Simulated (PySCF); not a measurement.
## Electron correlation in Fe³⁺ (iron, charge +3)

[Ar] 3d5, high-spin 6S determinant. Calculation: PySCF 2.14, in aug-cc-pVTZ-DK; scalar relativity by spin-free X2C-1e. Frozen: [Ar]; 5 electrons correlated.

```json
{"level": "CCSD", "correlation energy (mhartree)": "-70.66"}
{"level": "(T)", "correlation energy (mhartree)": "-0.46"}
{"level": "CCSD(T)", "correlation energy (mhartree)": "-71.12"}
```

Diagnostics: T1 = 0.0024, D1 = 0.0034, largest double amplitude 0.012.

Cost of the coupled-cluster step: of the order of 16 core-seconds, for 5 correlated electrons.
